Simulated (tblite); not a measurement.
Species: cycloheptatriene, C7H8.
Bonds: C1–C2 (double), C2–C3, C3–C4 (double), C4–C5, C5–C6, C6–C7 (double), C1–C7. Hydrogens: H8 on C1; H9 on C2; H10 on C3; H11 on C4; H12, H13 on C5; H14 on C6; H15 on C7.

Computed with GFN2-xTB (tblite), gas phase: Langevin dynamics at 300 K from the optimised GFN2-xTB geometry, time step 0.5 fs, friction 0.01 fs⁻¹, 2000 steps.

Start geometry:
```
atom  x, y, z in Å
C1      1.291   -0.976   -0.098
C2      1.575    0.343   -0.171
C3      0.686    1.394    0.238
C4     -0.646    1.354    0.120
C5     -1.324    0.250   -0.628
C6     -1.141   -0.946    0.251
C7      0.059   -1.518    0.403
H8      2.085   -1.686   -0.294
H9      2.586    0.641   -0.424
H10     1.153    2.259    0.693
H11    -1.263    2.125    0.559
H12    -2.377    0.466   -0.802
H13    -0.820    0.086   -1.586
H14    -2.008   -1.341    0.761
H15     0.141   -2.443    0.958
```

The statistics below take the 31 frames saved every 25 fs from 250 to 1000 fs; their kinetic temperature (all 3N coordinates) averages 272 K.

**Question.** Give the mean, spread and extremes of the bond lengths.

**Answer.** 
| bond | start (Å) | mean (Å) | standard deviation (Å) | shortest (Å) | longest (Å) |
| --- | --- | --- | --- | --- | --- |
| C1=C2 | 1.351 | 1.352 | 0.021 | 1.312 | 1.396 |
| C2–C3 | 1.436 | 1.444 | 0.033 | 1.375 | 1.517 |
| C3=C4 | 1.338 | 1.339 | 0.019 | 1.302 | 1.385 |
| C4–C5 | 1.496 | 1.501 | 0.027 | 1.446 | 1.565 |
| C5–C6 | 1.496 | 1.499 | 0.031 | 1.457 | 1.615 |
| C6=C7 | 1.338 | 1.343 | 0.028 | 1.294 | 1.390 |
| C1–C7 | 1.436 | 1.439 | 0.028 | 1.377 | 1.502 |
| C1–H8 | 1.083 | 1.085 | 0.027 | 1.042 | 1.144 |
| C2–H9 | 1.083 | 1.087 | 0.028 | 1.033 | 1.146 |
| C3–H10 | 1.083 | 1.087 | 0.026 | 1.030 | 1.136 |
| C4–H11 | 1.081 | 1.085 | 0.024 | 1.023 | 1.134 |
| C5–H12 | 1.088 | 1.092 | 0.023 | 1.036 | 1.146 |
| C5–H13 | 1.094 | 1.099 | 0.021 | 1.055 | 1.143 |
| C6–H14 | 1.081 | 1.084 | 0.030 | 1.033 | 1.155 |
| C7–H15 | 1.083 | 1.088 | 0.022 | 1.059 | 1.137 |

**Question.** Give the same statistics for bond angles, one of each kind among heavy atoms.

**Answer.** 
```tsv
angle	start (°)	mean (°)	standard deviation (°)	smallest (°)	largest (°)
C2–C1–C7	124.6	125.1	2.5	120.9	131.5
C2–C3–C4	124.7	124.8	3.3	116.2	132.7
C3–C4–C5	121.2	121.5	4.0	109.3	128.0
C4–C5–C6	103.9	105.2	5.2	90.9	113.9
```

**Question.** How far does each atom move about its mean position (frames aligned on the start, all atoms weighted alike), and what rms force does it feel?

**Answer.** 
| atom | rms displacement (Å) | rms force (eV/Å) |
| --- | --- | --- |
| C1 | 0.09 | 1.77 |
| C2 | 0.08 | 1.81 |
| C3 | 0.08 | 1.66 |
| C4 | 0.08 | 1.59 |
| C5 | 0.08 | 1.74 |
| C6 | 0.09 | 2.12 |
| C7 | 0.09 | 1.85 |
| H8 | 0.16 | 0.90 |
| H9 | 0.17 | 1.00 |
| H10 | 0.17 | 0.93 |
| H11 | 0.18 | 0.87 |
| H12 | 0.20 | 0.85 |
| H13 | 0.19 | 0.74 |
| H14 | 0.20 | 1.01 |
| H15 | 0.17 | 0.82 |

The displacements run from 0.08 to 0.20 Å.

The run is classical and short, so these are rough statistics of one trajectory.

What follows is the cost of the whole dynamics run. The run took 9.8 s on an AMD EPYC 7B13 with one thread, no GPU, shared host, and the process peaked at 0.18 GiB of memory.
